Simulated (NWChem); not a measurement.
Species: CH₅O cation; SMILES C[OH2+]

```xyz
7

C     -0.0013     0.7990     0.0000
O     -0.0310    -0.6868     0.0000
H     -0.5445     1.0999    -0.9020
H     -0.5445     1.0999     0.9020
H      1.0418     1.1368     0.0000
H      0.3249    -1.1179    -0.8022
H      0.3249    -1.1179     0.8022
```
Atoms are numbered in this order, from 1.

Results from NWChem. Coordinates come from a PBE0/def2-SVP optimisation. Level: PBE0/Sadlej pVTZ; rows give the wavelength of the field.

```csv
field,isotropic polarisability (bohr³),anisotropy (bohr³)
static,17.4,3.1
1065 nm,17.4,3.1
589 nm,17.6,3.1
400 nm,17.9,3.2
```
